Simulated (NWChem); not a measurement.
The numbers come from NWChem runs, not from measurements. System: H5GaO2Si, charge 1, spin multiplicity 2, at the geometry of a parent with another charge or spin, in a state set for the comparison that need not be this species' ground state. Its SCF solution wasn't tested for a lower state.

Input file:

```
start mol
memory heap 200 mb stack 800 mb global 1000 mb
charge 1
geometry units angstroms nocenter noautoz noautosym
  Ga    -0.287846     0.073711    -0.199927
  O     -1.628778    -1.099150    -0.360338
  H     -2.368391    -0.842997    -0.919396
  O     -0.410251     1.621929    -1.087754
  H     -1.201668     1.760032    -1.616935
  Si     1.621151    -0.415603     1.145570
  H      2.110824     0.823666     1.819609
  H      2.715362    -0.953096     0.280165
  H      1.283200    -1.436421     2.181066
end
basis spherical
  * library def2-tzvp
end
dft
  xc xpbe96 cpbe96
  odft
  mult 2
  semidirect memsize 60000000 filesize 0
  iterations 100
end
task dft energy
```

The output up to the point where the run's verdict is printed (cleaned and shortened):

```
             Northwest Computational Chemistry Package (NWChem) 7.3.0
             --------------------------------------------------------

                                NWChem Input Module
                                -------------------

 Scaling coordinates for geometry "geometry" by  1.889725989
 (inverse scale =  0.529177249)

                             Geometry "geometry" -> ""
                             -------------------------

 Output coordinates in angstroms (scale by  1.889725989 to convert to a.u.)

  No.       Tag          Charge          X              Y              Z
 ---- ---------------- ---------- -------------- -------------- --------------
    1 Ga                  31.0000    -0.28784600     0.07371100    -0.19992700
    2 O                    8.0000    -1.62877800    -1.09915000    -0.36033800
    3 H                    1.0000    -2.36839100    -0.84299700    -0.91939600
    4 O                    8.0000    -0.41025100     1.62192900    -1.08775400
    5 H                    1.0000    -1.20166800     1.76003200    -1.61693500
    6 Si                  14.0000     1.62115100    -0.41560300     1.14557000
    7 H                    1.0000     2.11082400     0.82366600     1.81960900
    8 H                    1.0000     2.71536200    -0.95309600     0.28016500
    9 H                    1.0000     1.28320000    -1.43642100     2.18106600

 Effective nuclear repulsion energy (a.u.)     352.5767130661

            Nuclear Dipole moment (a.u.)
            ----------------------------
        X                 Y               Z
 ---------------- ---------------- ----------------
    -0.0000321253     0.0000283459     0.0000302356


 Summary of "ao basis" -> "" (spherical)
 ------------------------------------------------------------------------------
       Tag                 Description            Shells   Functions and Types
 ---------------- ------------------------------  ------  ---------------------
 *                         def2-tzvp                  on all atoms

  pbe96 is a nonlocal functional; adding pw91lda local functional.
[...]
 d= 0,ls=0.5,diis    75  -2366.9599481776 -1.71D-04  1.70D-05  1.66D-03   609.1
                                                     6.07D-05  1.48D-03
 d= 0,ls=0.5,diis    76  -2366.9601472343 -1.99D-04  2.89D-05  1.60D-03   618.0
                                                     6.01D-05  1.44D-03
 d= 0,ls=0.5,diis    77  -2366.9604658710 -3.19D-04  2.41D-05  1.29D-03   626.9
                                                     5.88D-05  1.22D-03
 d= 0,ls=0.5,diis    78  -2366.9607545162 -2.89D-04  3.32D-05  1.10D-03   635.6
                                                     5.88D-05  1.06D-03
 d= 0,ls=0.5,diis    79  -2366.9611466488 -3.92D-04  3.25D-05  7.20D-04   644.4
                                                     5.63D-05  7.46D-04
 d= 0,ls=0.5,diis    80  -2366.9614933409 -3.47D-04  6.28D-05  4.39D-04   653.3
                                                     6.43D-05  5.05D-04
 d= 0,ls=0.5,diis    81  -2366.9619082998 -4.15D-04  2.28D-05  6.07D-05   662.0
                                                     5.32D-05  1.64D-04
 d= 0,ls=0.5,diis    82  -2366.9621395314 -2.31D-04  1.68D-05  1.45D-05   670.9
                                                     4.97D-05  1.11D-04
 d= 0,ls=0.5,diis    83  -2366.9623312288 -1.92D-04  1.45D-05  6.59D-06   679.7
                                                     4.78D-05  9.64D-05
 d= 0,ls=0.5,diis    84  -2366.9625059154 -1.75D-04  8.58D-06  5.13D-06   688.8
                                                     4.73D-05  9.14D-05
 d= 0,ls=0.5,diis    85  -2366.9626743532 -1.68D-04  3.51D-05  2.04D-06   697.3
                                                     4.84D-05  8.57D-05
 d= 0,ls=0.5,diis    86  -2366.9628103030 -1.36D-04  1.51D-05  5.02D-05   706.0
                                                     4.42D-05  1.22D-04
 d= 0,ls=0.5,diis    87  -2366.9629541617 -1.44D-04  1.17D-05  6.13D-05   714.5
                                                     4.37D-05  1.33D-04
 d= 0,ls=0.5,diis    88  -2366.9631006938 -1.47D-04  1.42D-05  5.70D-05   723.3
                                                     4.77D-05  1.27D-04
 d= 0,ls=0.5,diis    89  -2366.9632717742 -1.71D-04  3.78D-05  8.03D-06   731.8
                                                     4.71D-05  8.55D-05
 d= 0,ls=0.5,diis    90  -2366.9633735248 -1.02D-04  9.35D-06  8.20D-05   740.4
                                                     4.46D-05  1.33D-04
 d= 0,ls=0.5,diis    91  -2366.9635325650 -1.59D-04  1.49D-05  2.13D-05   749.1
                                                     4.16D-05  9.00D-05
 d= 0,ls=0.5,diis    92  -2366.9636529333 -1.20D-04  3.44D-05  4.27D-05   757.7
                                                     4.25D-05  1.03D-04
 d= 0,ls=0.5,diis    93  -2366.9637185431 -6.56D-05  1.42D-05  1.53D-04   765.4
                                                     3.83D-05  1.74D-04
 d= 0,ls=0.5,diis    94  -2366.9638197065 -1.01D-04  1.54D-05  1.75D-04   773.6
                                                     3.64D-05  2.01D-04
 d= 0,ls=0.5,diis    95  -2366.9639006412 -8.09D-05  7.74D-06  2.24D-04   782.3
                                                     3.72D-05  2.36D-04
 d= 0,ls=0.5,diis    96  -2366.9640378815 -1.37D-04  6.41D-05  1.48D-04   794.6
                                                     5.23D-05  1.87D-04
 d= 0,ls=0.5,diis    97  -2366.9638844330  1.53D-04  2.73D-05  6.94D-04   803.0
                                                     3.26D-05  5.46D-04
 d= 0,ls=0.5,diis    98  -2366.9638424389  4.20D-05  2.12D-05  9.11D-04   811.0
                                                     3.56D-05  7.10D-04
 d= 0,ls=0.5,diis    99  -2366.9640441950 -2.02D-04  6.45D-05  6.12D-04   819.3
                                                     6.08D-05  5.33D-04
 d= 0,ls=0.5,diis   100  -2366.9644015356 -3.57D-04  1.20D-05  8.19D-05   826.9
                                                     3.61D-05  1.38D-04
```

Convergence was not reached. The next line reads: Calculation failed to converge. NWChem stopped with the message: dft energy failed.
